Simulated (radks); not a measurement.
Results of a calculation; reference values are marked as such.
Problem. The table gives one normalised radial function P(r) = r R(r) of I9+ in [Kr] 4d8 (r in bohr). Level of theory: scalar-relativistic Kohn-Sham, SCAN, spin-polarised, spherical densities, finite nucleus; open shells are filled with parallel spins first (spin-orbit coupling, left out, can overturn this in heavy ions); meta-GGA in the generalised Kohn-Sham scheme; Fermi nuclear charge, rms radius 4.75 fm (a radial shooting solver on a logarithmic mesh with Libxc functionals).

r	P
0.003852	0.0001
0.004936	0.0003
0.006377	0.0006
0.008237	0.0012
0.01064	0.0024
0.01363	0.0047
0.01761	0.0093
0.02275	0.0180
0.02939	0.0343
0.03766	0.0622
0.04865	0.1106
0.06284	0.1876
0.08118	0.2985
0.104	0.4337
0.1344	0.5761
0.1736	0.6618
0.2242	0.6076
0.2873	0.3552
0.3712	-0.1103
0.4794	-0.6650
0.6193	-1.0891
0.7936	-1.1963
1.025	-0.9794
1.324	-0.5976
1.711	-0.2591
2.192	-0.0771
2.832	-0.0130

Which n and l does it have? It may be an empty orbital.

Solution. n = 4, l = 2: the number of nodes gives n - l - 1 = 1, the rise at small r (about r^(l+1), flatter next to the nucleus through relativity) gives l, and the extent must fit the shell. The curve is that of 4d down; the table hardly tells the two spins apart. 4d down: eigenvalue -186.51 eV, 1 radial node at r = 0.352 bohr, <r> = 0.857 bohr, 90 % of the charge inside 1.28 bohr.
